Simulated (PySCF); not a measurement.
Working out the ionisation energy of Ar²⁺

Ar²⁺ [Ne] 3s2 3p4 (3P) → Ar³⁺ [Ne] 3s2 3p3 (4S). Computed with PySCF 2.14 in dyall-av3z (19s12p3d2f, 84 functions), with scalar relativity by spin-free X2C-1e. Frozen: [Ne]; the 26 highest virtual orbitals dropped. Energies in hartree (1 hartree = 27.21139 eV):

| part | Ar²⁺ (lower) | Ar³⁺ (upper) |
| --- | --- | --- |
| UHF | -527.129017 | -525.681852 |
| MP2 opposite-spin | -0.104056 | -0.076664 |
| MP2 same-spin | -0.030518 | -0.027383 |

Q: What does Hartree-Fock give?

A: (-525.681852) − (-527.129017) = 1.447165 hartree = 39.379 eV.

Q: What do MP2 and SCS-MP2 (6/5 opposite-spin, 1/3 same-spin) give?

A: The opposite-spin parts differ by 0.745 eV and the same-spin parts by 0.085 eV. MP2: 39.379 + (0.745) + (0.085) = 40.209 eV. SCS-MP2: 39.379 + 1.2 × (0.745) + (0.085)/3 = 40.301 eV.

A first-order spin-orbit estimate adds 0.063 eV to MP2 (valence), giving 40.272 eV against 40.735 ± 0.012 eV (semi-empirical (NIST evaluation); NIST Atomic Spectra Database, ionization energies).

What remains against the reference includes basis incompleteness, the frozen core and correlation beyond second order.
